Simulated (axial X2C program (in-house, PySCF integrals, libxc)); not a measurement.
**Low determinants of PI at the PBE0 level, two-component**

All values were computed with an in-house relativistic program for diatomic molecules. Two-component (2c) means X2C with spin–orbit coupling and atomic mean-field two-electron Coulomb and Gaunt terms. Basis: I dyall-cv3z [11s12p8d4f1g], P dyall-v3z [8s7p2d1f] (cores contracted in-house); Gaussian nuclei, density fitting, unrestricted open shells. Masses: I 126.904 u, P 30.974 u.

Search at 2.440 Å (vertical energies from the lowest determinant):

```tsv
ΔE (eV)	state	electrons beyond evenly filled partner blocks	electrons in ±ω = 1/2, 3/2, 5/2, 7/2
0.00	Ω = 1	ω = -1/2, ω = 3/2	45 19 4 0
0.76	Ω = 0	none	46 18 4 0
0.89	Ω = 2	ω = 1/2, ω = 3/2	45 19 4 0
1.03	Ω = 0	none	44 20 4 0
3.13	Ω = 1	2 × ω = 1/2	46 18 4 0
3.46	Ω = 3	2 × ω = 3/2	46 18 4 0
3.91	Ω = 1	2 × ω = 1/2	44 20 4 0
```

Lowest determinant, Ω = 1 (⟨Sz⟩ = 1.00, ⟨Lz⟩ = 0.00 at PBE0): Re = 2.380 Å, ωe = 375.8 cm⁻¹.

The determinant in row 2 of the search, Ω = 0 (closed shell), was followed along the bond at PBE0; measured from the minimum of the lowest determinant it gives:

Te = 0.724 eV (5837 cm⁻¹), Re = 2.348 Å, ωe = 400.6 cm⁻¹.

Question: Compare the bond of the determinant in row 2 with that of the lowest one.

Answer: At PBE0 its Re is 0.032 Å shorter and its force constant, which goes as ωe², is 1.14 times that of the lowest determinant. T0 ≈ Te + Δωe/2 = 5837 + (12) = 5849 cm⁻¹.

The search compares states at one distance, so a state with another bond length can lie lower; it is not exhaustive and yields mostly the lowest determinant of each block pattern, so other components and higher states of one pattern are missing. These are energies of single determinants, not of spin-adapted states; PBE0 term energies can be off by some tenths of an eV, and the functional has no current term. Open-shell Ω = 0 determinants with evenly filled partner blocks cannot be reached by this program, so the Ω shown need not be the lowest component. The lowest determinant need not be the ground state where others lie within half an eV. A closed-shell Ω = 0 row of a π² shell mixes the 0⁺ component of the triplet with ¹Σ⁺ and matches no level; 0⁺ can lie lowest.
